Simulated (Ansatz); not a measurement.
Basis-set extrapolation for `N=C(N)BF` (PBE0-D4/def2-TZVP geometry, frozen core, Ansatz). Multiplicity 1, RHF reference.

|  | def2-TZVPP | def2-QZVPP |
| --- | --- | --- |
| HF | -273.380924 | -273.393713 |
| MP2 correlation | -0.913973 | -0.984359 |
| CCSD(T) correlation | -0.973147 | not run |

Energies in hartree. Use E(X) = E(∞) + A·exp(−7.88·√X) for Hartree–Fock and E(X) = E(∞) + B·X^(−2.97) for correlation, with X = 3 and 4, and add CCSD(T) minus MP2 of the smaller set to the MP2 limit.

Question: What is the CCSD(T) energy at the basis-set limit?

Answer: HF limit: -273.393713 + (-0.012789) × 0.13774 = -273.39547. MP2 limit: -0.984359 + (-0.070386) × 0.74074 = -1.03650. Higher-order term: -0.973147 − (-0.913973) = -0.05917. Total: -274.49114 hartree, 3.73 eV below CCSD(T)/def2-TZVPP.
